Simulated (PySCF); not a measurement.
# Computed records: B$_{2}$H$_{2}$NO, CH$_{4}$ClNSi, AlB$_{2}$H$_{4}$O, AlBClFH and others

All values are calculated (PySCF 2.14.0). Calculation on a computer-drawn molecule: the log of a Hartree-Fock and frozen-core CCSD(T) single point meant for a local Hartree-Fock minimum, with one planted fault or none, to be diagnosed. Offsets are logged minus clean, where the clean run is the same molecule without the fault. The reference is restricted for singlets and unrestricted otherwise, and also for a bond in bohr or an excited solution. Adding or removing an electron swaps singlet and doublet. The excited solution moves the top pair (singlet) or top alpha electron (doublet) to the lowest empty orbital. Highest occupied and lowest empty are orbital energies over both spins, largest force is the largest gradient component, triples share is (T) over the correlation energy, the T1 limit is 0.02 restricted and 0.045 unrestricted, electrons count all cores, a negative frequency is imaginary (commonest isotopes), and the dipole is about the centre of nuclear charge.

Common to all runs: logged SCF converged yes; possible faults no fault, one electron removed, one electron added, multiplicity raised by two, geometry at a saddle point, SCF held on an excited solution, minimal basis STO-3G, one bond length entered in bohr, all coordinates scaled.

(1) B$_{2}$H$_{2}$NO

Logged structure:
```xyz
6
B2H2NO
B     -2.1084     0.2936    -0.6701
N     -1.2787     0.1697     0.2455
B     -0.4718     0.0282     1.3841
O      0.8734    -0.0436     1.3450
H     -2.8890     0.4105    -1.5354
H      1.2613    -0.1378     2.2011
```

| Property | Result |
| --- | --- |
| meant charge | 0 |
| meant multiplicity | 2 |
| meant basis | cc-pVDZ |
| logged electrons | 27 |
| logged basis functions | 66 |
| logged spin squared | 0.8525 |
| logged highest occupied | -4.9012 eV |
| logged lowest empty | 0.1125 eV |
| logged largest force | 0.12711 hartree/bohr |
| logged dipole magnitude | 2.9202 debye |
| logged SCF stable within its kind | no |
| logged energy HF | -179.77541 hartree |
| planted fault | SCF held on an excited solution |
| HF energy offset from clean run | 76.32 kcal/mol |

Drawn bonds:
```
atom  other atom  order
   1           2      1
   2           3      2
   3           4      1
   1           5      1
   4           6      1
```

Notes: coupled-cluster numbers left out as unreliable.

(2) CH$_{4}$ClNSi

Logged structure:
```xyz
8
CH4ClNSi
N     -0.8162    -0.0017     1.4624
C      0.0651    -0.4799     0.6057
Si     1.8260    -1.2112     1.0327
Cl     2.7913    -0.6913    -0.8713
H     -0.5438     0.2055     2.4207
H     -1.7881     0.1665     1.2179
H     -0.3541    -0.6441    -0.4043
H      2.2539    -0.0181     1.8894
```

| Item | Value |
| --- | --- |
| meant charge | 0 |
| meant multiplicity | 1 |
| meant basis | cc-pV(D+d)Z |
| logged electrons | 48 |
| logged basis functions | 94 |
| logged spin squared | 0 |
| logged highest occupied | -7.5768 eV |
| logged lowest empty | 1.6973 eV |
| logged largest force | 0.013639 hartree/bohr |
| logged T1 diagnostic | 0.022864 |
| logged D1 diagnostic | 0.10095 |
| logged triples share | 0.032296 |
| logged CC converged | yes |
| logged dipole magnitude | 8.1776 debye |
| logged SCF stable within its kind | yes |
| logged energy HF | -843.07177 hartree |
| logged energy CCSD(T) | -843.66936 hartree |
| planted fault | all coordinates scaled, by +1.5 % |
| HF energy offset from clean run | 1.063 kcal/mol |
| CCSD(T) energy offset from clean run | -0.2743 kcal/mol |

Drawn bonds:
```
atom  other atom  order
   1           2      1
   2           3      2
   3           4      1
   1           5      1
   1           6      1
   2           7      1
   3           8      1
```

Notes: T1 above single-reference limit.

(3) AlB$_{2}$H$_{4}$O

Logged structure:
```xyz
8
AlB2H4O
B     -1.7382    -3.3982     0.4099
O     -1.0852    -2.4875    -0.4110
Al    -0.3215    -1.4228    -1.3653
B      0.7050     0.0076    -2.6440
H     -2.7777    -3.0656     0.8892
H     -1.2195    -4.4569     0.5854
H      0.4658    -0.0440    -3.8053
H      1.4495     0.7633    -2.1119
```

| Property | Result |
| --- | --- |
| meant charge | 1 |
| meant multiplicity | 1 |
| meant basis | cc-pV(D+d)Z |
| logged electrons | 34 |
| logged basis functions | 85 |
| logged spin squared | 0 |
| logged highest occupied | -16.374 eV |
| logged lowest empty | -5.189 eV |
| logged largest force | 2.681e-05 hartree/bohr |
| logged lowest frequency | 33.094 cm⁻¹ |
| logged T1 diagnostic | 0.015842 |
| logged D1 diagnostic | 0.045759 |
| logged triples share | 0.023592 |
| logged CC converged | yes |
| logged dipole magnitude | 4.4701 debye |
| logged SCF stable within its kind | yes |
| logged energy HF | -368.27633 hartree |
| logged energy CCSD(T) | -368.70647 hartree |
| planted fault | no fault |
| HF energy offset from clean run | 0 kcal/mol |
| CCSD(T) energy offset from clean run | 0 kcal/mol |

Drawn bonds:
```
atom  other atom  order
   1           2      1
   2           3      1
   3           4      1
   1           5      1
   1           6      1
   4           7      1
   4           8      1
```

(4) AlBClFH

Logged structure:
```xyz
5
AlBClFH
F     -1.9936    -0.8823     1.3885
Al    -1.1264    -1.6154     0.2209
B     -1.4303    -0.2853    -1.5487
Cl    -1.6807     0.7093    -2.8050
H     -0.2533    -2.8808     0.1111
```

| Quantity | Value |
| --- | --- |
| meant charge | 1 |
| meant multiplicity | 1 |
| meant basis | cc-pV(D+d)Z |
| logged electrons | 44 |
| logged basis functions | 79 |
| logged spin squared | 2.023 |
| logged highest occupied | -14.863 eV |
| logged lowest empty | -8.6386 eV |
| logged largest force | 0.026145 hartree/bohr |
| logged T1 diagnostic | 0.027754 |
| logged D1 diagnostic | 0.12446 |
| logged triples share | 0.026595 |
| logged CC converged | yes |
| logged dipole magnitude | 4.021 debye |
| logged SCF stable within its kind | yes |
| logged energy HF | -825.79632 hartree |
| logged energy CCSD(T) | -826.2645 hartree |
| planted fault | multiplicity raised by two |
| HF energy offset from clean run | 88.4 kcal/mol |
| CCSD(T) energy offset from clean run | 99.15 kcal/mol |

Drawn bonds:
```
atom  other atom  order
   1           2      1
   2           3      1
   3           4      1
   2           5      1
```

(5) AlBH$_{4}$NSi

Logged structure:
```xyz
8
AlBH4NSi
B     -0.7003     0.3963    -0.8244
Si    -0.0341    -1.4987    -1.0979
N      1.1942    -2.1168    -0.2768
Al     2.4520    -2.8541     0.5170
H     -1.5455     0.6106    -0.0110
H     -0.2351     1.2823    -1.4727
H     -0.7211    -2.3310    -2.1003
H      3.6220    -3.5171     1.2661
```

| Item | Value |
| --- | --- |
| meant charge | 1 |
| meant multiplicity | 1 |
| meant basis | cc-pV(D+d)Z |
| logged electrons | 42 |
| logged basis functions | 32 |
| logged spin squared | 0 |
| logged highest occupied | -11.747 eV |
| logged lowest empty | 0.81042 eV |
| logged largest force | 0.027285 hartree/bohr |
| logged T1 diagnostic | 0.026682 |
| logged D1 diagnostic | 0.080787 |
| logged triples share | 0.042828 |
| logged CC converged | yes |
| logged dipole magnitude | 3.6785 debye |
| logged SCF stable within its kind | yes |
| logged energy HF | -604.85894 hartree |
| logged energy CCSD(T) | -605.07594 hartree |
| planted fault | minimal basis STO-3G |
| HF energy offset from clean run | 4519 kcal/mol |
| CCSD(T) energy offset from clean run | 4649 kcal/mol |

Drawn bonds:
```
atom  other atom  order
   1           2      1
   2           3      1
   3           4      2
   1           5      1
   1           6      1
   2           7      1
   4           8      1
```

Notes: T1 above single-reference limit.

(6) B$_{2}$H$_{3}$NO

Logged structure:
```xyz
7
B2H3NO
B     -1.8618    -0.3723     0.0009
N     -0.9017    -1.0649     0.3629
B      0.1696    -1.8750     0.8192
O      2.3392    -1.9739    -0.5346
H     -2.7702     0.2834    -0.3420
H      0.0604    -2.5117     1.8354
H      2.9885    -2.5395    -0.1477
```

| Item | Value |
| --- | --- |
| meant charge | 0 |
| meant multiplicity | 1 |
| meant basis | cc-pVDZ |
| logged electrons | 28 |
| logged basis functions | 71 |
| logged spin squared | 0.8584 |
| logged highest occupied | -8.2295 eV |
| logged lowest empty | 1.965 eV |
| logged largest force | 0.033296 hartree/bohr |
| logged T1 diagnostic | 0.056715 |
| logged D1 diagnostic | 0.30992 |
| logged triples share | 0.037186 |
| logged CC converged | yes |
| logged dipole magnitude | 1.237 debye |
| logged SCF stable within its kind | yes |
| logged energy HF | -180.35977 hartree |
| logged energy CCSD(T) | -180.88357 hartree |
| planted fault | one bond length entered in bohr, row 3 of the drawn bonds |
| HF energy offset from clean run | 110.9 kcal/mol |
| CCSD(T) energy offset from clean run | 125.2 kcal/mol |

Drawn bonds:
```
atom  other atom  order
   1           2      2
   2           3      1
   3           4      1
   1           5      1
   3           6      1
   4           7      1
```

Notes: T1 above single-reference limit.

(7) BFH$_{4}$Si$_{2}$

Logged structure:
```xyz
8
BFH4Si2
F     -0.4196     2.1216    -2.2167
Si    -1.5105     1.5151    -0.9318
B     -0.3846    -0.3992    -0.5918
Si     1.2975    -0.7133     0.8374
H     -0.7422    -1.4627    -1.2756
H      2.5834    -1.2909     0.0439
H      0.8369    -1.7975     1.9495
H      1.7442     0.6346     1.6130
```

| Item | Value |
| --- | --- |
| meant charge | 0 |
| meant multiplicity | 1 |
| meant basis | cc-pV(D+d)Z |
| logged electrons | 46 |
| logged basis functions | 94 |
| logged spin squared | 0 |
| logged highest occupied | -8.8911 eV |
| logged lowest empty | 0.34263 eV |
| logged largest force | 0.051539 hartree/bohr |
| logged T1 diagnostic | 0.018104 |
| logged D1 diagnostic | 0.052742 |
| logged triples share | 0.026451 |
| logged CC converged | yes |
| logged dipole magnitude | 2.177 debye |
| logged SCF stable within its kind | yes |
| logged energy HF | -704.24558 hartree |
| logged energy CCSD(T) | -704.76505 hartree |
| planted fault | all coordinates scaled, by +9.0 % |
| HF energy offset from clean run | 27.59 kcal/mol |
| CCSD(T) energy offset from clean run | 22.76 kcal/mol |

Drawn bonds:
```
atom  other atom  order
   1           2      1
   2           3      1
   3           4      1
   3           5      1
   4           6      1
   4           7      1
   4           8      1
```

(8) BFH$_{4}$NSi

Logged structure:
```xyz
8
BFH4NSi
B      0.5915     0.1938    -0.2607
N      0.8454     1.4837    -0.9130
Si     1.3176     1.5877    -2.4725
F      1.5677     2.9959    -3.0815
H      0.2532     0.1930     0.8743
H      0.7443    -0.7856    -0.9239
H      0.7199     2.3213    -0.3632
H      1.5231     0.4501    -3.3436
```

| Quantity | Value |
| --- | --- |
| meant charge | 1 |
| meant multiplicity | 1 |
| meant basis | cc-pV(D+d)Z |
| logged electrons | 38 |
| logged basis functions | 28 |
| logged spin squared | 0 |
| logged highest occupied | -17.293 eV |
| logged lowest empty | -1.7235 eV |
| logged largest force | 0.037196 hartree/bohr |
| logged T1 diagnostic | 0.019861 |
| logged D1 diagnostic | 0.081138 |
| logged triples share | 0.04351 |
| logged CC converged | yes |
| logged dipole magnitude | 1.1235 debye |
| logged SCF stable within its kind | yes |
| logged energy HF | -463.95186 hartree |
| logged energy CCSD(T) | -464.14493 hartree |
| planted fault | minimal basis STO-3G |
| HF energy offset from clean run | 3588 kcal/mol |
| CCSD(T) energy offset from clean run | 3817 kcal/mol |

Drawn bonds:
```
atom  other atom  order
   1           2      1
   2           3      1
   3           4      1
   1           5      1
   1           6      1
   2           7      1
   3           8      1
```
